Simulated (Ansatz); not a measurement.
**Energy profile**

The step: CH₄O ([CH3][OH]) + SiH₄ → CH₆OSi ([CH3][O][SiH3]) + H₂; bonds formed: Si1–O7, H2–H6; bonds broken: Si1–H2, H6–O7 (atoms numbered as in the saddle structure below).

```
11
angstrom
Si -0.6806 0.6839 -0.9226
H 0.8325 0.3533 -1.7570
H -1.3189 -0.4208 -1.6861
H -1.6281 0.8849 0.2345
H -0.7393 2.0051 -1.6026
H 1.1347 0.0498 -0.6840
O 0.6244 0.2046 0.2940
C 0.4751 -0.7630 1.3319
H 0.4527 -1.7722 0.9147
H 1.3092 -0.6636 2.0255
H -0.4615 -0.5620 1.8517
```

Electronic energies by CCSD(T) at an estimated basis limit (MP2 extrapolated from triple and quadruple zeta, plus CCSD(T) − MP2 in triple zeta), on PBE0-D4/def2-TZVP structures; CH$_{8}$OSi, closed shell; no counterpoise correction. Program: Ansatz 0.2.0. Basis: def2-TZVPP and def2-QZVPP. Cores are frozen in the correlated methods. Extrapolation: Hartree–Fock as exp(−7.88 √X), correlation as X^−2.97.

Question: Give the profile in kcal/mol, counted from the separated reactants. (To be estimated.)

Answer: The calculation gives:
```json
{"point": "separated: SiH$_{4}$ (Si1, H2, H3, H4, H5; singlet) + CH$_{4}$O (linked as [CH3][OH]; H6, O7, C8, H9, H10, H11; singlet)", "kcal/mol": "0.00"}
{"point": "start structure", "kcal/mol": "-2.36"}
{"point": "saddle", "kcal/mol": "35.89"}
{"point": "end structure", "kcal/mol": "-16.68"}
{"point": "separated: CH$_{6}$OSi (linked as [CH3][O][SiH3]; Si1, H3, H4, H5, O7, C8, H9, H10, H11; singlet) + H$_{2}$ (H2, H6; singlet)", "kcal/mol": "-15.86"}
```

T1 diagnostic: at most 0.013.

For scale, one of the runs: CCSD(T)/def2-TZVPP, 216 basis functions, launched by `ansatz run in.yaml --threads 4 --pin off --events-out ev --progress --plain --max-ram 9574MiB`. Time: 64 s of wall clock on 4 CPU threads of an Intel Xeon; the host was shared. Peak host memory: 3.2 GiB.
